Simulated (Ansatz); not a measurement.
Reaction (formal loss of a carbene): `C[N]1[AlH][CH]1[SiH3]` → `[CH2]` (triplet) + `[SiH3][CH]1[NH][AlH]1`

Program: Ansatz. Geometries: PBE0-D4/def2-TZVP. ΔE: electronic, gas phase. CCSD(T)/CBS adds triple-zeta CCSD(T) − MP2 to the extrapolated MP2 energy (def2 sets, frozen cores). This one scheme is used for every species. DFT in def2-TZVPP. B3LYP here is the variant with VWN-RPA as its local correlation; programs differ in this. HSE06 is defined as in plane-wave codes. Triplets are unrestricted, without spin–orbit coupling.

`C[N]1[AlH][CH]1[SiH3]`:

Cartesian coordinates in Å:
```
C -0.528 1.410 1.114
N -0.928 0.270 0.360
Al -1.756 -0.907 -0.579
C 0.027 -0.888 0.150
Si 1.509 -0.622 -0.939
H -0.258 1.141 2.145
H 0.344 1.911 0.671
H -1.344 2.135 1.159
H -3.089 -1.317 -1.298
H 0.240 -1.458 1.064
H 2.568 0.274 -0.383
H 2.155 -1.932 -1.235
H 1.060 -0.015 -2.230
```

`[CH2]` (triplet):

Z-matrix (Å, degrees):
```
C
H 1 1.079
H 1 1.079 2 134.9
```

`[SiH3][CH]1[NH][AlH]1`:

```xyz
10

Si   -0.087    0.552   -1.363
C     0.563    0.224    0.341
N     0.391   -1.190    0.878
Al   -0.650   -0.168    1.785
H     0.039    1.995   -1.715
H     0.605   -0.241   -2.425
H    -1.533    0.178   -1.423
H     1.535    0.678    0.560
H     0.839   -1.964    0.420
H    -1.702   -0.065    2.943
```

| level | ΔE (kcal/mol) | difference from CCSD(T)/CBS |
| --- | --- | --- |
| LDA (SPW92) | 118.2 | 19.0 |
| PBE-D4 | 102.1 | 2.9 |
| revPBE-D4 | 99.4 | 0.2 |
| BLYP-D4 | 99.3 | 0.1 |
| r2SCAN-D4 | 94.5 | -4.7 |
| B97M-V | 99.9 | 0.7 |
| PBE0-D4 | 99.5 | 0.3 |
| B3LYP-D4 | 98.8 | -0.4 |
| r2SCANh-D4 | 93.9 | -5.3 |
| r2SCAN0-D4 | 93.2 | -6.0 |
| HSE06-D4 | 99.6 | 0.4 |
| BHLYP-D4 | 95.5 | -3.7 |
| CAM-B3LYP-D4 | 99.3 | 0.1 |
| ωB97X-V | 102.1 | 2.9 |
| ωB97M-V | 99.8 | 0.6 |
| PBE-QIDH | 98.6 | -0.6 |
| PBE | 100.2 | 1.0 |
| revPBE | 94.0 | -5.2 |
| BLYP | 95.3 | -3.9 |
| r2SCAN | 93.9 | -5.3 |
| PBE0 | 97.8 | -1.4 |
| B3LYP | 95.8 | -3.4 |
| r2SCANh | 93.3 | -5.9 |
| HSE06 | 98.0 | -1.2 |
| BHLYP | 93.2 | -6.0 |
| CAM-B3LYP | 97.6 | -1.6 |
| RPA@PBE/def2-TZVPP | 96.0 | -3.2 |
| HF/def2-SVP | 67.3 | -31.9 |
| MP2/def2-SVP | 99.4 | 0.2 |
| CCSD/def2-SVP | 95.2 | -4.0 |
| CCSD(T)/def2-SVP | 97.5 | -1.7 |
| HF/def2-TZVPP | 64.0 | -35.2 |
| SCS-MP2/def2-TZVPP | 100.5 | 1.3 |
| CCSD/def2-TZVPP | 94.2 | -5.0 |
| CCSD(T)/def2-TZVPP | 97.1 | -2.1 |
| HF/def2-QZVPP | 63.9 | -35.3 |
| MP2/def2-QZVPP | 101.4 | 2.2 |
| SCS-MP2/def2-QZVPP | 102.0 | 2.8 |
| HF/CBS(def2) | 63.9 | -35.3 |
| MP2/CBS(def2) | 102.3 | 3.1 |
| CCSD(T)/CBS | 99.2 | 0 |

(1) What do rigid-rotor, harmonic-oscillator terms from PBE0-D4/def2-TZVP frequencies (298.15 K, 1 bar) make of the CCSD(T)/CBS value? (An estimate is asked.)

Largest T1 diagnostic among the species: 0.015.

## Answers

(1) Ansatz gave: ΔZPE = -6.8 kcal/mol, ΔH = +93.9 kcal/mol, ΔS = 163 J/(mol·K), ΔG = +82.3 kcal/mol. Open shells count their whole term as degenerate.

The D4 term adds +3.0 kcal/mol with B3LYP and +1.7 kcal/mol with PBE0; it sums over pairs of atoms, weighted by their polarisabilities, and B3LYP, whose exchange is more repulsive, gets the larger term. From PBE to PBE0 (25 % exact exchange), in def2-TZVPP and without D4, ΔE moves by −2.4 kcal/mol. At CCSD(T), def2-SVP lies −1.7 kcal/mol from the extrapolated value and def2-TZVPP −2.1 kcal/mol.
